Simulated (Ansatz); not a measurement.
`C[N](C)[In]([Cl])[N](C)C` and `C[N](C)[In]([Cl])[Cl]` differ in one atom or group.

Ansatz, PBE0-D4/def2-TZVP geometries, multiplicity 1. Each molecule was computed in one conformer, which needn't be the lowest.

Elements past krypton have def2 core potentials.

```json
{"property": "HOMO energy (ωB97M-V/def2-TZVPP) / eV", "`C[N](C)[In]([Cl])[N](C)C`": "-8.27"}
{"property": "LUMO energy (PBE/def2-TZVPP) / eV", "`C[N](C)[In]([Cl])[N](C)C`": "-2.09"}
{"property": "LUMO energy (B3LYP/def2-TZVPP) / eV", "`C[N](C)[In]([Cl])[N](C)C`": "-1.48"}
{"property": "HOMO energy (PBE/def2-TZVPP) / eV", "`C[N](C)[In]([Cl])[N](C)C`": "-4.77"}
{"property": "size of the dipole moment (ωB97M-V/def2-TZVPP) / D", "`C[N](C)[In]([Cl])[N](C)C`": "2.92"}
{"property": "size of the dipole moment (PBE/def2-TZVPP) / D", "`C[N](C)[In]([Cl])[N](C)C`": "2.95"}
```

**Question.** What does the change do to each property? (Best estimate.)

**Answer.** Ansatz gave: 
| property | `C[N](C)[In]([Cl])[Cl]` | shift |
| --- | --- | --- |
| HOMO energy (ωB97M-V/def2-TZVPP) / eV | -8.94 | -0.67 |
| LUMO energy (PBE/def2-TZVPP) / eV | -2.88 | -0.79 |
| LUMO energy (B3LYP/def2-TZVPP) / eV | -2.29 | -0.81 |
| HOMO energy (PBE/def2-TZVPP) / eV | -5.44 | -0.67 |
| size of the dipole moment (ωB97M-V/def2-TZVPP) / D | 2.72 | -0.20 |
| size of the dipole moment (PBE/def2-TZVPP) / D | 2.92 | -0.03 |

With PBE0 the HOMO falls by 0.66 eV and the LUMO falls by 0.80 eV, so the gap narrows by about 0.14 eV. PBE moves the HOMO by -0.67 eV and ωB97M-V by -0.67 eV. Dipoles are sizes alone; their direction can turn.

Positive LUMOs are unbound, so they and the gaps depend on the basis.

B3LYP here is the variant with VWN-RPA as its local correlation; programs differ in this.
